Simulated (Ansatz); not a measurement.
## Energy profile

The step: AlHF₂ ([F][AlH][F]) + NH₃ → AlNH₂F₂ ([NH2][Al]([F])[F]) + H₂; bonds formed: H2–H5; dative contacts that become bonds: Al1–N6; bonds broken: Al1–H2, H5–N6 (atoms numbered as in the saddle structure below).

```xyz
8
angstrom
Al -0.5304 -0.6965 0.1050
H -1.0902 0.5424 -1.0468
F -0.1909 -2.0669 -0.7381
F -1.5535 -0.7083 1.3921
H -0.2045 0.8561 -0.6794
N 0.8539 0.5397 0.2031
H 1.7526 0.3730 -0.2304
H 0.9631 1.1605 0.9944
```

Electronic energies by CCSD(T) at an estimated basis limit (MP2 extrapolated from triple and quadruple zeta, plus CCSD(T) − MP2 in triple zeta), on PBE0-D4/def2-TZVP structures; AlNH4F2, singlet; no counterpoise correction. Ansatz 0.2.0; basis: def2-TZVPP and def2-QZVPP; cores frozen in the correlated methods. Extrapolation: Hartree–Fock as exp(−7.88 √X), correlation as X^−2.97.

Problem. Give the profile in kJ/mol, counted from the separated reactants. (To be estimated.)

Solution. By the calculation:
```csv
point,kJ/mol
"separated: AlHF2 (linked as [F][AlH][F]; Al1, H2, F3, F4; singlet) + NH3 (H5, N6, H7, H8; singlet)",0.0
start structure,-145.7
saddle,7.9
end structure,-79.9
"separated: AlNH2F2 (linked as [NH2][Al]([F])[F]; Al1, F3, F4, N6, H7, H8; singlet) + H2 (H2, H5; singlet)",-70.1
```

No T1 diagnostic of these runs exceeds 0.013.

The step is the kind of exchange with an N–H group that builds nitride films in atomic layer and chemical vapour deposition.

For scale, one of the runs: CCSD(T)/def2-TZVPP, 191 basis functions, launched by `ansatz run in.yaml --threads 2 --pin off --events-out ev --progress --plain --max-ram 4352MiB`. Hardware: 2 CPU threads of an Arm Neoverse V1, shared host. Wall time 64 s; peak host memory 2.2 GiB.
